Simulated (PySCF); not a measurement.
Highest occupied level (eV) of eight silicon and germanium compounds: PBE beside r2SCAN, computed with PySCF for isolated molecules in the bases named; differences from unrounded values. The eight are the first of their class met in an unordered collection, after screening for sound electronic states; none was chosen by its value. Each molecule has one DFT geometry for both levels.

```json
[
 {"molecule": "Si(Cl)3(OSiH3) (Cl₃H₃OSi₂), SMILES [SiH3]O[Si](Cl)(Cl)Cl", "basis": "def2-TZVP", "r2SCAN": "-8.25"},
 {"molecule": "C₅H₆Si, SMILES C#C[SiH2]C#CC", "basis": "def2-TZVP", "r2SCAN": "-6.77"},
 {"molecule": "C2H7NOSi2, SMILES N#CO[SiH2][SiH2]C", "basis": "def2-TZVP", "r2SCAN": "-7.21"},
 {"molecule": "CH6OSSi, SMILES CS[SiH2]O", "basis": "def2-TZVP", "r2SCAN": "-6.07"},
 {"molecule": "BH6NO2Si, SMILES OB(O)N[SiH3]", "basis": "def2-TZVP", "r2SCAN": "-6.60"},
 {"molecule": "C₃H₉ClOSi, SMILES CC(C)(O)[SiH2]Cl", "basis": "def2-TZVP", "r2SCAN": "-6.35"},
 {"molecule": "C2H9NSi3, SMILES N#C[C@H]([SiH3])[SiH2][SiH3]", "basis": "def2-TZVP", "r2SCAN": "-7.45"},
 {"molecule": "CH8FNOSi2, SMILES N([Si@@H](F)O)[SiH2]C", "basis": "def2-TZVP", "r2SCAN": "-6.74"}
]
```

**Question.** Estimate the PBE values and say how PBE differs from r2SCAN over the set. (An estimate is asked for; the answer gives what the named calculation found.)

**Answer.** 
```tsv
molecule	PBE	difference
Si(Cl)3(OSiH3) (Cl₃H₃OSi₂), SMILES [SiH3]O[Si](Cl)(Cl)Cl	-7.86	0.39
C₅H₆Si, SMILES C#C[SiH2]C#CC	-6.55	0.22
C2H7NOSi2, SMILES N#CO[SiH2][SiH2]C	-6.92	0.29
CH6OSSi, SMILES CS[SiH2]O	-5.80	0.26
BH6NO2Si, SMILES OB(O)N[SiH3]	-6.28	0.32
C₃H₉ClOSi, SMILES CC(C)(O)[SiH2]Cl	-6.07	0.28
C2H9NSi3, SMILES N#C[C@H]([SiH3])[SiH2][SiH3]	-7.20	0.25
CH8FNOSi2, SMILES N([Si@@H](F)O)[SiH2]C	-6.43	0.30
```
PBE lies below r2SCAN in 0 and above it in 8 of the eight; the mean signed difference is 0.29 and the largest 0.39 eV.
